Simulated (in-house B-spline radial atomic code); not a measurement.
The numbers below are computed, except where a source is named.
## Weak and strong correlation along the adiabatic connection

Two-electron singlets in several external potentials (atomic units), by full CI in B-splines with partial waves to l = 8 (correlation energies up to 0.6 % small). The repulsion is scaled by λ at fixed density; W(λ) is the mean repulsion less the Hartree energy, W(0) = E_x, and the area under W from 0 to 1 is E_xc.

Relative drop (W(λ) − E_x)/E_x:

```tsv
system	λ = 0.12	λ = 0.25	λ = 0.4	λ = 0.6	λ = 0.8	λ = 1
ω²r²/2 − Z/r, ω = 0.104, Z = 0.7	0.0298	0.0574	0.0845	0.1145	0.1392	0.1598
−Z exp(−kr)/r, Z = 1.68, k = 0.122	0.0140	0.0282	0.0434	0.0619	0.0785	0.0937
−Z/r, Z = 4.57, wall at 0.42 bohr	0.0024	0.0049	0.0078	0.0117	0.0154	0.0190
ω²r²/2 − Z/r, ω = 4.57, Z = 2	0.0053	0.0109	0.0172	0.0252	0.0329	0.0403
ω²r²/2 − Z/r, ω = 0.136, Z = 0.3	0.0358	0.0678	0.0981	0.1303	0.1557	0.1763
−Z/r, Z = 1.25	0.0217	0.0428	0.0645	0.0897	0.1116	0.1305
−Z exp(−kr)/r, Z = 2.64, k = 0.859	0.0094	0.0191	0.0297	0.0430	0.0554	0.0670
```

Question: Order the systems by how far second-order (GL2) theory, half the initial slope (estimated from the first points of each curve), overshoots the correlation energy, least first.
A. ω²r²/2 − Z/r, ω = 4.57, Z = 2
B. ω²r²/2 − Z/r, ω = 0.136, Z = 0.3
C. −Z exp(−kr)/r, Z = 1.68, k = 0.122
D. −Z/r, Z = 4.57, wall at 0.42 bohr
E. −Z/r, Z = 1.25
F. ω²r²/2 − Z/r, ω = 0.104, Z = 0.7
G. −Z exp(−kr)/r, Z = 2.64, k = 0.859

Answer: D (GL2/E_c = 1.03), A (GL2/E_c = 1.07), G (GL2/E_c = 1.13), C (GL2/E_c = 1.19), E (GL2/E_c = 1.29), F (GL2/E_c = 1.43), B (GL2/E_c = 1.54).

Question: What else changes along this order?

Answer: The ratio follows the bend of the curve. With it the leading natural occupation goes from 1.999 to 1.894 and −T_c/E_c from 0.97 to 0.66 between the first and the last.
